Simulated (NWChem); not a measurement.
System: C5H5, doublet; SMILES [C]1=CC=CC1

```xyz
10

C     -1.2322    -0.1222     0.0000
C     -0.4439    -1.2044     0.0000
C      0.9421    -0.7009     0.0000
C      0.9451     0.6506     0.0000
C     -0.4740     1.1542     0.0000
H     -0.7360    -2.2553     0.0000
H      1.8259    -1.3431     0.0000
H      1.8216     1.3008     0.0000
H     -0.6976     1.7770    -0.8848
H     -0.6976     1.7770     0.8848
```
Atoms are numbered in this order, from 1.

Results from NWChem. Pople sets run with spherical d functions. Spin-unrestricted. In the optimisation the excess spin sits in a' (Cs, its own frame). All runs use the structure optimised with PBE0/def2-SVP, spin-unrestricted. Not confirmed as a minimum by frequencies. No stability test was run on the SCF state. Level: PBE0/6-31G* with SMD (1 M gas to 1 M solution), gas-phase geometry. Reactions with the solvent are ignored.

**Question.** What does the run give for solvent ethyl acetate? Quantities: solvation free energy (kcal/mol); cavity-dispersion-structure term (kcal/mol); dipole in solution (D).

**Answer.** 
```json
{
 "solvation free energy (kcal/mol)": "-4.8",
 "cavity-dispersion-structure term (kcal/mol)": "-1.8",
 "dipole in solution (D)": "1.10"
}
```
